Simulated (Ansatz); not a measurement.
Consider the atomization: `N=C([SiH3])[SiH3]` → C• + 7 H• + N• + 2 Si•.

Gas-phase electronic energies from Ansatz, PBE0-D4/def2-TZVP geometries. CCSD(T)/CBS adds triple-zeta CCSD(T) − MP2 to the extrapolated MP2 energy (def2 sets, frozen cores). This one scheme is used for every species, atoms too. DFT in def2-TZVPP. No spin–orbit coupling; open shells (•) take unrestricted orbitals. Spin–orbit coupling would lower the free atoms: a little for C, Si. Each species was taken in one conformer, which may not be the lowest.

`N=C([SiH3])[SiH3]`:

Z-matrix (Å, degrees):
```
Si
C 1 1.900
H 1 1.487 2 110.4
H 1 1.487 2 110.4 3 -119.8
H 1 1.488 2 107.3 3 120.1
Si 2 1.898 1 121.2 3 59.9
N 2 1.279 1 122.6 3 -120.1
H 6 1.481 2 110.2 1 -179.9
H 6 1.488 2 108.8 1 58.5
H 6 1.488 2 108.8 1 -58.4
H 7 1.026 2 111.9 1 -0.0
```

| level | ΔE (kcal/mol) |
| --- | --- |
| r2SCAN0-D4 | 839.3 |
| BLYP | 842.9 |

Q: What does CCSD(T)/CBS give? (Estimate.)

A: Ansatz gave: +854.4 kcal/mol. The listed levels differ from it by -15.1, -11.5 kcal/mol.

Largest T1 diagnostic among the species: 0.013.

From r2SCAN to r2SCAN0 (25 % exact exchange), in def2-TZVPP and without D4, ΔE moves by −11.9 kcal/mol: exact exchange takes away binding that semilocal exchange gives to molecules. Leaving LDA and LC-ωPBE aside and taking each functional with its dispersion term where it has one, the values, not all of them listed here, spread over 23.6 kcal/mol, from BHLYP-D4 to ωB97X-V. LDA lies +105.0 kcal/mol from PBE without D4, its usual overbinding.

For atomizations the MP2-based limit and the directly extrapolated one differ by several kJ/mol either way, and by 10 to 25 for some Ge, Se and Sn compounds, so smaller differences from it don't rank the levels.
